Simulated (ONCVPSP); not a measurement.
**Br, ONCV: configuration errors across variants**

ONCVPSP 4.0.1 input, shortened (lines: element, Z, core and valence counts, functional; n l f; lmax; l rc ep ncon nbas qcut; lloc lpopt rc5 dvloc0; l nproj debl; icmod fcfact rcfact), LDA (Perdew-Wang 92), scalar-relativistic:

```
  Br 35.00    4    4  -001012      upf
    1    0    2.00
    2    0    2.00
    2    1    6.00
    3    0    2.00
    3    1    6.00
    3    2   10.00
    4    0    2.00
    4    1    4.75
    2
    0    1.50    0.00    3    6    3.70
    1    1.15    0.00    4    8    9.50
    2    0.50    0.00    4    8   22.10
    4    1    0.40    0.00
    0    2    2.80
    1    2    2.40
    2    2    1.80
    3    5.25    1.30
```

In the d channel the program set the typed energies aside and used -2.558, 0.250 Ha.

All-electron excitation energies from the reference (eV): (1) 3p6 3d10 4s2 4p5 -2.283; (2) 3p6 3d10 4s2 4p4 10.421; (3) 3p6 3d10 4s2 4p3 33.362; (4) 3p6 3d9 4s2 4p6 62.184.

A true bound ghost makes a file unfit for plane-wave use even where its test errors are small: the radial tests pick states by their node count and pass the ghost by.

Errors AE − PS in meV (a dash: test not solved or not reliable):

```tsv
change	(1)	(2)	(3)	(4)	bound ghosts	GHOST(+) flags above zero
base	+0.3	-1.3	-3.5	-73	s	s
core correction Teter function, fcfact 2.3, rcfact 1.3	+0.3	-1.3	-3.5	-72	s	s
core correction Teter function, fcfact 3.2, rcfact 1.3	+0.3	-1.3	-3.5	-72	s	s
core correction Teter function, fcfact 4.3, rcfact 1.3	+0.3	-1.3	-3.5	-73	s	s
core correction Teter function, fcfact 4.8, rcfact 1.3	+0.3	-1.3	-3.5	-73	s	s
core correction Teter function, fcfact 6, rcfact 1.3	+0.3	-1.3	-3.5	-74	s	s
core correction Teter function, fcfact 6.7, rcfact 1.3	+0.3	-1.3	-3.5	-74	s	s
core correction Teter function, fcfact 7.3, rcfact 1.3	+0.3	-1.3	-3.5	-75	s	s
```

Give the same row for: core correction Teter function, fcfact 1.4, rcfact 1.3.

+0.3, -1.3, -3.5, -71; bound ghosts: s; GHOST(+) flags above zero: s.
